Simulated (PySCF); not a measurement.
# Mayer bond orders and bond lengths

Species: C₇H₅F₂N.
SMILES with atom numbers: `[CH:1]#[C:2][CH2:3][n:4]1[cH:5][c:6]([F:7])[cH:8][c:9]1[F:10]` (hydrogens: H11 on C1; H12, H13 on C3; H14 on C5; H15 on C8)

Cartesian coordinates in Å at the GFN2-xTB level; atoms count from 1:
```xyz
15
C7H5F2N angstrom
C      0.467    3.023   -0.702
C      0.919    1.947   -0.441
C      1.415    0.621   -0.112
N      0.325   -0.314    0.064
C     -0.406   -0.885   -0.941
C     -1.380   -1.644   -0.354
F     -2.296   -2.375   -1.004
C     -1.268   -1.548    1.047
C     -0.208   -0.709    1.243
F      0.340   -0.284    2.386
H      0.092    3.976   -0.930
H      1.987    0.669    0.821
H      2.069    0.263   -0.915
H     -0.185   -0.710   -1.973
H     -1.875   -2.022    1.788
```

Bond orders from the PBE0/pcSseg-1 density (PySCF). Isolated species at its GFN2-xTB geometry (one conformer only).

Q: How far do the computed orders between heavy atoms stray from the drawn ones?

A: The largest departure is 0.460, at N4–C5 (drawn aromatic, 1.040), counting aromatic bonds as 1.5. Drawn double or triple, more than 0.30 short of the drawn order: C1–C2 (2.592). The bonds drawn aromatic range from 1.04 to 1.54.

Q: Set the Mayer orders of the bonds between heavy atoms beside their lengths.

A: 
| bond | drawn as | length (Å) | Mayer order |
| --- | --- | --- | --- |
| C1–C2 | triple | 1.196 | 2.592 |
| C2–C3 | single | 1.454 | 1.049 |
| C3–N4 | single | 1.446 | 0.945 |
| N4–C5 | aromatic | 1.368 | 1.040 |
| C5–C6 | aromatic | 1.367 | 1.536 |
| C6–F7 | single | 1.340 | 0.962 |
| C6–C8 | aromatic | 1.409 | 1.316 |
| C8–C9 | aromatic | 1.366 | 1.488 |
| C9–F10 | single | 1.337 | 0.971 |
| C9–N4 | aromatic | 1.353 | 1.154 |

Bonds between the same two heavy elements. C–C: lowest C2–C3 (1.049, 1.454 Å), highest C1–C2 (2.592, 1.196 Å). C–N: lowest C3–N4 (0.945, 1.446 Å), highest C9–N4 (1.154, 1.353 Å). C–F: all 2 within 0.02 of one another (0.962 to 0.971).

Q: And the bonds to hydrogen?

A: C–H: 0.92 to 1.14 (5 bonds).

Q: Sum the orders of all bonds at each heavy atom with more than one neighbour and set the sums beside the valence in the SMILES.

A: C1 3.728 (drawn 4), C2 3.641 (drawn 4), C3 3.836 (drawn 4), N4 3.139 (drawn 3), C5 3.534 (drawn 4), C6 3.814 (drawn 4), C8 3.768 (drawn 4), C9 3.613 (drawn 4). Orders between atoms that aren't bonded are not in these sums.

The Mayer order sums products of elements of PS (density times overlap matrix) between the two atoms' basis functions, so it depends on the basis set.

The run behind these numbers computed NMR shieldings as well. Hardware: one thread of an Intel Xeon Platinum 8375C at 2.90 GHz, on a shared host. Cost: 40 s of wall time (with the writing of density and orbital grids), 1.0 GiB resident at most.
